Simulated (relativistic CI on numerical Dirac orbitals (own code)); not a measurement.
## Co²⁺ in a cubic cluster: 2p photoemission with charge transfer

Computed with a charge-transfer multiplet model of a cubic metal-ligand cluster with up to 3 ligand holes, Slater and spin-orbit integrals from Dirac-Coulomb-Breit ions, Slater integrals scaled by 0.8. The ground state mixes d7 with configurations of k ligand holes L, whose averages lie at kΔ + k(k − 1)U_dd/2; a core hole lowers each added d electron by U_cd. 300 K, Lorentzian 0.6 eV and Gaussian 0.8 eV FWHM.

Atomic integrals in eV (Slater integrals scaled, ζ unscaled), ground: F2dd 9.233, F4dd 5.731, zeta_d 0.063; with the core hole: F2dd 10.695, F4dd 6.685, zeta_d 0.093, zeta_core 9.664, F2cd 6.345, G1cd 4.816, G3cd 2.738.

Cluster parameters (eV): U_dd = 7.4, U_cd = 9.4, 10Dq = 0.5, 10Dq(ligand) = 1.5, V(eg) = 1.55, V(t2g) = -0.82, final-state hopping factor = 0.8.

| Case | n_d | d7 | d8L | d9L2 | d10L3 | S |
| --- | --- | --- | --- | --- | --- | --- |
| Δ = 2.6 eV | 7.23 | 0.78 | 0.22 | 0.01 | 0.00 | 1.50 |
| Δ = 3.6 eV | 7.17 | 0.84 | 0.16 | 0.00 | 0.00 | 1.50 |
| Δ = 4.6 eV | 7.13 | 0.88 | 0.12 | 0.00 | 0.00 | 1.50 |
| Δ = 5.6 eV | 7.10 | 0.90 | 0.10 | 0.00 | 0.00 | 1.50 |
| Δ = 8.6 eV | 7.05 | 0.95 | 0.05 | 0.00 | 0.00 | 1.50 |

Weights, n_d and S are thermal averages at 300 K. Binding energies count from the first peak over 30 % of the highest in each spectrum, which can be another peak from case to case. The parameters are a model scan and need not match a compound or its usual spin state. Peaks in eV (height, largest 100):
- Δ = 2.6 eV: 0.0 (89), 4.9 (62), 7.5 (100), 9.0 (89), 12.4 (38), 14.1 (19), 16.3 (60), 20.9 (31), 24.4 (73)
- Δ = 3.6 eV: 0.0 (82), 5.3 (84), 7.8 (100), 11.4 (37), 16.4 (59), 21.4 (40), 23.4 (68)
- Δ = 4.6 eV: 0.0 (72), 5.0 (100), 7.2 (77), 10.5 (28), 16.5 (52), 21.6 (60)
- Δ = 5.6 eV: 0.0 (82), 1.1 (65), 4.5 (100), 5.4 (91), 8.9 (34), 16.5 (59), 21.1 (74)
- Δ = 8.6 eV: 0.0 (100), 1.9 (73), 4.8 (57), 7.2 (18), 16.7 (68), 20.1 (36)

Curve for Δ = 3.6 eV (points under 2 left out, the grid thinned):

```json
{"E (eV)": "-3.5", "Intensity": "2.1"}
{"E (eV)": "-2.8", "Intensity": "2.9"}
{"E (eV)": "-2.1", "Intensity": "4.7"}
{"E (eV)": "-1.3", "Intensity": "12.2"}
{"E (eV)": "-0.6", "Intensity": "47.3"}
{"E (eV)": "0.1", "Intensity": "81.4"}
{"E (eV)": "0.9", "Intensity": "66.4"}
{"E (eV)": "1.6", "Intensity": "56.5"}
{"E (eV)": "2.3", "Intensity": "42.8"}
{"E (eV)": "3.0", "Intensity": "33.7"}
{"E (eV)": "3.7", "Intensity": "33.8"}
{"E (eV)": "4.5", "Intensity": "62.4"}
{"E (eV)": "5.2", "Intensity": "84.0"}
{"E (eV)": "5.9", "Intensity": "75.1"}
{"E (eV)": "6.7", "Intensity": "78.1"}
{"E (eV)": "7.4", "Intensity": "93.2"}
{"E (eV)": "8.1", "Intensity": "94.7"}
{"E (eV)": "8.8", "Intensity": "59.3"}
{"E (eV)": "9.5", "Intensity": "34.7"}
{"E (eV)": "10.3", "Intensity": "27.7"}
{"E (eV)": "11.0", "Intensity": "33.5"}
{"E (eV)": "11.7", "Intensity": "33.6"}
{"E (eV)": "12.5", "Intensity": "19.2"}
{"E (eV)": "13.2", "Intensity": "16.6"}
{"E (eV)": "13.9", "Intensity": "9.7"}
{"E (eV)": "14.6", "Intensity": "9.8"}
{"E (eV)": "15.3", "Intensity": "24.4"}
{"E (eV)": "16.1", "Intensity": "55.2"}
{"E (eV)": "16.8", "Intensity": "51.9"}
{"E (eV)": "17.5", "Intensity": "24.7"}
{"E (eV)": "18.3", "Intensity": "10.8"}
{"E (eV)": "19.0", "Intensity": "9.1"}
{"E (eV)": "19.7", "Intensity": "14.0"}
{"E (eV)": "20.4", "Intensity": "28.0"}
{"E (eV)": "21.1", "Intensity": "38.7"}
{"E (eV)": "21.9", "Intensity": "36.1"}
{"E (eV)": "22.6", "Intensity": "44.2"}
{"E (eV)": "23.3", "Intensity": "66.9"}
{"E (eV)": "24.1", "Intensity": "51.0"}
{"E (eV)": "24.8", "Intensity": "29.6"}
{"E (eV)": "25.5", "Intensity": "16.5"}
{"E (eV)": "26.2", "Intensity": "12.9"}
{"E (eV)": "26.9", "Intensity": "6.4"}
{"E (eV)": "27.7", "Intensity": "3.1"}
{"E (eV)": "28.4", "Intensity": "2.1"}
```

For the case Δ = 5.6 eV, Δ = 5.6 eV is smaller than U_dd = 7.4 eV, the charge-transfer side of the Zaanen-Sawatzky-Allen scheme. With the core hole the configuration with one ligand hole lies at Δ − U_cd = -6.8, -5.8, -4.8, -3.8, -0.8 eV from the one without, in the order of the table; where this is negative the screened configuration lies lower, though the effective hopping of about 1.8 eV (from the holes of the mixed ground state) mixes the two strongly wherever it is as large as the gap.
